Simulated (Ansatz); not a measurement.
Ansatz results at the PBE0-D4/def2-TZVP geometry: HOMO energy (PBE0/def2-TZVPP) -7.55 eV; LUMO energy (B3LYP/def2-TZVPP) -1.03 eV; HOMO energy (PBE/def2-TZVPP) -6.43 eV.

Q: Which molecule gave them?
A. `FC[SiH2][NH][AlH2]`
B. `CC(S)=[Se]`
C. `[SiH3]/C=C/Br`
D. `[GaH2][SnH3]`

A: C. The others give `[GaH2][SnH3]`: -7.41, -2.51, -6.41; `FC[SiH2][NH][AlH2]`: -7.09, -0.69, -5.81; `CC(S)=[Se]`: -6.22, -2.43, -5.09.

B3LYP here is the variant with VWN-RPA as its local correlation; programs differ in this.
